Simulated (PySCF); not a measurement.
**Mo⁺ (molybdenum, charge +1) across methods**

[Kr] 4d4 5p1, one real determinant (an excited configuration). Calculation: PySCF 2.14, in x2c-TZVPPall with one added diffuse shell each of s, p, d, f type (9s7p7d3f1g, 95 functions); scalar relativity by spin-free X2C-1e.

```csv
method,E (hartree),mean ε 4p β (eV),mean ε 4d α (eV),mean ε 5p α (eV),Σ⟨r²⟩ (bohr²),⟨S²⟩
LDA,-4043.11,-47.946,-14.910,-8.101,48.44,8.750
LC-wPBE,-4047.47,-52.738,-19.232,-10.170,48.71,8.751
PBEsol,-4045.24,-47.665,-14.834,-8.010,48.44,8.751
UHF,-4045.75862,-55.805,-20.594,-9.592,50.55,8.753
r2SCAN,-4047.88,-48.341,-15.207,-8.043,48.59,8.752
CAM-B3LYP,-4048.09,-51.536,-17.682,-9.276,48.95,8.751
PBE,-4047.48,-47.645,-14.865,-8.013,48.68,8.751
M06-L,-4047.74,-48.011,-14.792,-7.711,48.16,8.751
```

Estimate the same row for PBE0.

E (hartree) = -4047.56; mean ε 4p β (eV) = -50.002; mean ε 4d α (eV) = -16.450; mean ε 5p α (eV) = -8.509; Σ⟨r²⟩ (bohr²) = 48.83; ⟨S²⟩ = 8.751.

⟨L²⟩ = 8.00 against 12 for a pure F term, so this real determinant mixes terms.
